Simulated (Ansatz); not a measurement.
Geometry optimisation, Ansatz, RKS PBE0-D4/def2-SVP.

input.yaml

```yaml
crystal:
  periodic: [false, false, false]
  atoms:
    - { symbol: B, position_ang: [-0.66375, 1.04326, -0.71336] }
    - { symbol: C, position_ang: [0.49759, 0.18551, -0.14842] }
    - { symbol: C, position_ang: [0.19638, -0.97688, 0.72977] }
    - { symbol: O, position_ang: [0.63398, -1.16717, -0.56072] }
    - { symbol: H, position_ang: [-1.58502, 0.51626, -1.19707] }
    - { symbol: H, position_ang: [-0.60437, 2.20524, -0.62602] }
    - { symbol: H, position_ang: [1.46456, 0.64588, 0.06078] }
    - { symbol: H, position_ang: [-0.83727, -1.23786, 0.93136] }
    - { symbol: H, position_ang: [0.89789, -1.21424, 1.52369] }
basis:
  gaussian: { orbitals: def2-SVP }
hamiltonian:
  xc: pbe0
  dispersion: d4
relax:
  f_tol: 0.02
  max_steps: 50
output:
  orbitals: {}
```

Run as:

```bash
$ ansatz run input.yaml --threads 1 --pin off --max-ram 2048MiB --backend cpu --events-out ev --progress --plain --runs-dir out
```

**Question.** Where does it end, and by what steps?

**Answer.** The run converged. After 7 steps the energy has fallen by 0.075 eV; H6 moved furthest, 0.14 Å.

```json
{"step": "0", "energy less start (eV)": "0.0000", "largest force component (eV/Å)": "1.084", "accepted": "yes"}
{"step": "1", "energy less start (eV)": "-0.0614", "largest force component (eV/Å)": "0.299", "accepted": "yes"}
{"step": "2", "energy less start (eV)": "-0.0659", "largest force component (eV/Å)": "0.343", "accepted": "yes"}
{"step": "3", "energy less start (eV)": "-0.0726", "largest force component (eV/Å)": "0.103", "accepted": "yes"}
{"step": "4", "energy less start (eV)": "-0.0734", "largest force component (eV/Å)": "0.064", "accepted": "yes"}
{"step": "5", "energy less start (eV)": "-0.0743", "largest force component (eV/Å)": "0.025", "accepted": "yes"}
{"step": "6", "energy less start (eV)": "-0.0743", "largest force component (eV/Å)": "0.060", "accepted": "no"}
{"step": "7", "energy less start (eV)": "-0.0745", "largest force component (eV/Å)": "0.011", "accepted": "yes"}
```

```xyz
9
Properties=species:S:1:pos:R:3
B -0.637 1.013 -0.697
C 0.556 0.179 -0.201
C 0.176 -0.944 0.712
O 0.635 -1.203 -0.565
H -1.574 0.454 -1.216
H -0.669 2.206 -0.501
H 1.534 0.629 0.019
H -0.882 -1.169 0.906
H 0.860 -1.164 1.543
```

Time of the run: 15 s on 1 thread of Intel(R) Xeon(R) 6975P-C (Granite Rapids), with other jobs on the host, peak memory 0.16 GiB.
